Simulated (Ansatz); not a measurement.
Reaction (formal exchange of groups at the Si–C bond): `CC(C)[SiH3]` + `O[SiH]([SiH3])Cl` → `O[Si]([SiH3])([SiH3])Cl` + `CCC`

Computed with Ansatz on PBE0-D4/def2-TZVP structures; ΔE is electronic, products minus reactants. CCSD(T)/CBS adds triple-zeta CCSD(T) − MP2 to the extrapolated MP2 energy (def2 sets, frozen cores). Functionals use def2-TZVPP. One conformer a species, not always the lowest.

```json
{"level": "PBE-QIDH", "ΔE (eV)": "-0.14"}
{"level": "CCSD/def2-TZVPP", "ΔE (eV)": "-0.10"}
```

Q: What does CCSD(T)/CBS give? (Best estimate.)

A: Ansatz gave: -0.12 eV. The listed levels differ from it by -0.02, 0.02 eV.

Largest T1 diagnostic among the species: 0.013.

Leaving LDA and LC-ωPBE aside and taking each functional with its dispersion term where it has one, the values, not all of them listed here, spread over 0.19 eV, from PBE-D4 to ωB97M-V. LDA lies +0.07 eV from PBE without D4. From PBE to PBE0 (25 % exact exchange), in def2-TZVPP and without D4, ΔE moves by +0.04 eV.
